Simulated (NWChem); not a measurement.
All runs are NWChem calculations. System: H$_{6}$BP, charge 0, spin multiplicity 1, at a geometry optimised with B3LYP/def2-SVP. The structure started from a generated list of species. Level: CCSD(T)/def2-TZVP, 6 core orbitals frozen.

NWChem printed:

```
             Northwest Computational Chemistry Package (NWChem) 7.3.0
             --------------------------------------------------------

                                NWChem Input Module
                                -------------------

 Scaling coordinates for geometry "geometry" by  1.889725989
 (inverse scale =  0.529177249)

 Turning off AUTOSYM since
 SYMMETRY directive was detected!

                             Geometry "geometry" -> ""
                             -------------------------

 Output coordinates in angstroms (scale by  1.889725989 to convert to a.u.)

  No.       Tag          Charge          X              Y              Z
 ---- ---------------- ---------- -------------- -------------- --------------
    1 B                    5.0000    -0.85979200     1.09668700     0.00000000
    2 H                    1.0000    -0.56933100     1.68660800     1.02623800
    3 H                    1.0000    -0.56933100     1.68660800    -1.02623800
    4 H                    1.0000    -1.96834700     0.59009300     0.00000000
    5 P                   15.0000     0.34259400    -0.43701100     0.00000000
    6 H                    1.0000     1.73907700    -0.19274800     0.00000000
    7 H                    1.0000     0.26399300    -1.34941300    -1.08221800
    8 H                    1.0000     0.26399300    -1.34941300     1.08221800

 Effective nuclear repulsion energy (a.u.)      58.7615924541

            Nuclear Dipole moment (a.u.)
            ----------------------------
        X                 Y               Z
 ---------------- ---------------- ----------------
     0.0000075589     0.0000094486     0.0000000000

      Symmetry information
      --------------------

 Group name             Cs
 Group number              2
 Group order               2
 No. of unique centers     6

      Symmetry unique atoms

     1    2    4    5    6    7


 Summary of "ao basis" -> "" (spherical)
 ------------------------------------------------------------------------------
       Tag                 Description            Shells   Functions and Types
 ---------------- ------------------------------  ------  ---------------------
 *                         def2-tzvp                  on all atoms

 Summary of "ao basis" -> "ao basis" (spherical)
 ------------------------------------------------------------------------------
       Tag                 Description            Shells   Functions and Types
 ---------------- ------------------------------  ------  ---------------------
 B                         def2-tzvp                11       31   5s3p2d1f
 H                         def2-tzvp                 4        6   3s1p
 P                         def2-tzvp                13       37   5s5p2d1f

                                 NWChem SCF Module
                                 -----------------

  ao basis        = "ao basis"
  functions       =   104
  atoms           =     8
  closed shells   =    13
  open shells     =     0
  charge          =   0.00
  wavefunction    = RHF
  use symmetry    = T
  symmetry adapt  = T

 Summary of "ao basis" -> "ao basis" (spherical)
 ------------------------------------------------------------------------------
       Tag                 Description            Shells   Functions and Types
 ---------------- ------------------------------  ------  ---------------------
 B                         def2-tzvp                11       31   5s3p2d1f
 H                         def2-tzvp                 4        6   3s1p
 P                         def2-tzvp                13       37   5s5p2d1f

      Symmetry analysis of basis
      --------------------------

        a'         68
        a"         36

 Forming initial guess at       0.0s

      Superposition of Atomic Density Guess
      -------------------------------------

 Sum of atomic energies:        -368.18468236

      Non-variational initial energy
      ------------------------------

 Total energy =    -369.105491
 1-e energy   =    -622.940655
 2-e energy   =     195.073572
 HOMO         =      -0.383880
 LUMO         =       0.073510

      Symmetry analysis of molecular orbitals - initial
      -------------------------------------------------
[...]
  ----- ------------  ---------------      ----- ------------  ---------------
    89      1.662804  6 H  s                 67     -1.370423  5 P  px
    68     -1.074154  5 P  py                95     -0.831689  7 H  s
   101     -0.831689  8 H  s                 12      0.519796  1 B  px
    13      0.407810  1 B  py                46      0.215544  4 H  s

 Vector   16  Occ=0.000000D+00  E= 1.400540D-01  Symmetry=a"
              MO Center=  2.7D-01, -5.9D-01, -4.9D-09, r^2= 4.9D+00
   Bfn.  Coefficient  Atom+Function         Bfn.  Coefficient  Atom+Function
  ----- ------------  ---------------      ----- ------------  ---------------
    69      1.741150  5 P  pz                95      1.440180  7 H  s
   101     -1.440180  8 H  s                 14     -0.660668  1 B  pz
    34      0.186924  2 H  s                 40     -0.186924  3 H  s
    66      0.171784  5 P  pz                63      0.159228  5 P  pz

 center of mass
 --------------
 x =   0.01177150 y =  -0.01502909 z =   0.00000000

 moments of inertia (a.u.)
 ------------------
         119.378823035020          68.485270346768           0.000000000000
          68.485270346768          85.713439294384           0.000000000000
           0.000000000000           0.000000000000         173.070302224922

  Mulliken analysis of the total density
  --------------------------------------

    Atom       Charge   Shell Charges
 -----------   ------   -------------------------------------------------------
    1 B    5     5.33   0.91  1.07  0.43  0.52  0.05  0.99  1.11  0.15  0.04  0.07  0.01
    2 H    1     1.04   0.25  0.52  0.25  0.01
    3 H    1     1.04   0.25  0.52  0.25  0.01
    4 H    1     1.04   0.25  0.52  0.25  0.01
    5 P   15    14.79   2.01  0.53  1.44  0.96  0.57  4.17  1.69  0.71  1.83  0.56  0.10  0.20  0.02
    6 H    1     0.93   0.24  0.53  0.14  0.02
    7 H    1     0.93   0.24  0.53  0.14  0.02
    8 H    1     0.93   0.24  0.53  0.14  0.02

       Multipole analysis of the density wrt the origin
       ------------------------------------------------

     L   x y z        total         open         nuclear
     -   - - -        -----         ----         -------
     0   0 0 0     -0.000000      0.000000     26.000000

     1   1 0 0      1.059878      0.000000      0.000008
     1   0 1 0     -1.351938      0.000000      0.000009
     1   0 0 1      0.000000      0.000000      0.000000

     2   2 0 0    -18.838565      0.000000     46.935248
     2   1 1 0      1.511324      0.000000    -39.603220
     2   1 0 1     -0.000000      0.000000      0.000000
     2   0 2 0    -19.581462      0.000000     66.403143
     2   0 1 1     -0.000000      0.000000      0.000000
     2   0 0 2    -17.653848      0.000000     15.886667

                   NWChem Extensible Many-Electron Theory Module
                   ---------------------------------------------


            General Information
            -------------------
      Number of processors :     1
         Wavefunction type : Restricted Hartree-Fock
          No. of electrons :    26
           Alpha electrons :    13
            Beta electrons :    13
           No. of orbitals :   208
            Alpha orbitals :   104
             Beta orbitals :   104
        Alpha frozen cores :     6
         Beta frozen cores :     6
     Alpha frozen virtuals :     0
      Beta frozen virtuals :     0
         Spin multiplicity : singlet
    Number of AO functions :   104
       Number of AO shells :    48
        Use of symmetry is : on
      Symmetry adaption is : on
         Schwarz screening : 0.10D-09

          Correlation Information
          -----------------------
          Calculation type : Coupled-cluster singles & doubles w/ perturbation
   Perturbative correction : (T)
            Max iterations :      100
        Residual threshold : 0.10D-05
     T(0) DIIS level shift : 0.00D+00
     L(0) DIIS level shift : 0.00D+00
     T(1) DIIS level shift : 0.00D+00
     L(1) DIIS level shift : 0.00D+00
     T(R) DIIS level shift : 0.00D+00
     T(I) DIIS level shift : 0.00D+00
   CC-T/L Amplitude update :  5-th order DIIS
                I/O scheme : Global Array Library
        L-threshold :  0.10D-05
        EOM-threshold :  0.10D-05
 no EOMCCSD initial starts read in
 TCE RESTART OPTIONS
 SLICE:      F
 D4D5:       F
 quantumc:   F
 qrotation:  F
 pwtce:      F
 qducc:      F
 nacto:                         0
 nrotv:                         0
 nrot:                          0

            Memory Information
            ------------------
          Available GA space size is     249025984 doubles
          Available MA space size is     104849684 doubles

 Maximum block size supplied by input
 Maximum block size        24 doubles

 tile_dim =     20

 -------------------------------------------------
   1    alpha     a'     5 doubles       0       1
   2    alpha     a"     2 doubles       5       2
   3    beta      a'     5 doubles       7       1
   4    beta      a"     2 doubles      12       2
   5    alpha     a'    19 doubles      14       5
   6    alpha     a'    19 doubles      33       6
   7    alpha     a'    20 doubles      52       7
   8    alpha     a"    16 doubles      72       8
   9    alpha     a"    17 doubles      88       9
  10    beta      a'    19 doubles     105       5
  11    beta      a'    19 doubles     124       6
  12    beta      a'    20 doubles     143       7
  13    beta      a"    16 doubles     163       8
  14    beta      a"    17 doubles     179       9

 Global array virtual files algorithm will be used

 Parallel file system coherency ......... OK

 4-electron integrals stored in orbital form

 v2    file size   =          9226714
 4-index algorithm nr.  13 is used
 imaxsize =       30
 imaxsize ichop =        0


CCSD iterations
 ---------------------------------------------------------
 Iter          Residuum       Correlation     Cpu    Wall
 ---------------------------------------------------------
    1   0.1533485387032  -0.2879206397172     0.4     0.4
    2   0.0428665058673  -0.3237609841691     0.3     0.3
    3   0.0147457773184  -0.3313999451713     0.3     0.3
    4   0.0056459998216  -0.3335402307101     0.3     0.3
    5   0.0023532001103  -0.3342556359814     0.4     0.4
    6   0.0004898092749  -0.3346727949023     0.3     0.3
    7   0.0002100203328  -0.3346771095899     0.3     0.3
    8   0.0000975936774  -0.3346824161669     0.3     0.3
    9   0.0000506527012  -0.3346841802109     0.3     0.3
   10   0.0000258192869  -0.3346855338057     0.4     0.4
   11   0.0000034636823  -0.3346868001433     0.3     0.3
   12   0.0000011937566  -0.3346870591659     0.3     0.3
   13   0.0000005382992  -0.3346871647264     0.4     0.4
 -----------------------------------------------------------------
 Iterations converged
 CCSD correlation energy / hartree =        -0.334687164726420
 CCSD total energy / hartree       =      -369.236072066070790

 Singles contributions

 Doubles contributions
 CCSD(T)
 Using plain CCSD(T) code
             total no. of tasks          295
 total no. of tasks / no. procs          295
                         wl_min        32768           5.7
                         wl_max      1000000          10.0
        thresh for no. of tasks          295

 CCSD[T]  correction energy / hartree =        -0.011699669031394
 CCSD[T] correlation energy / hartree =        -0.346386833757814
 CCSD[T] total energy / hartree       =      -369.247771735102162
 CCSD(T)  correction energy / hartree =        -0.011365741206106
 CCSD(T) correlation energy / hartree =        -0.346052905932527
 CCSD(T) total energy / hartree       =      -369.247437807276924

 Task  times  cpu:       23.6s     wall:       23.6s

 Total times  cpu:       23.6s     wall:       23.6s
```

Q: Write an NWChem input that would produce this output.

A: This is not unique; one that fits is 
```
start mol
memory heap 100 mb stack 700 mb global 1900 mb
geometry units angstroms nocenter noautoz
  B     -0.859792     1.096687     0.000000
  H     -0.569331     1.686608     1.026238
  H     -0.569331     1.686608    -1.026238
  H     -1.968347     0.590093     0.000000
  P      0.342594    -0.437011     0.000000
  H      1.739077    -0.192748     0.000000
  H      0.263993    -1.349413    -1.082218
  H      0.263993    -1.349413     1.082218
  symmetry group Cs
end
basis spherical
  * library def2-tzvp
end
scf
  rhf
  nopen 0
  maxiter 100
  thresh 1e-7
  semidirect memsize 60000000 filesize 0
end
tce
  freeze core 6
  ccsd(t)
  2eorb
  2emet 13
  thresh 1e-6
  maxiter 100
  tilesize 24
end
task tce energy
```
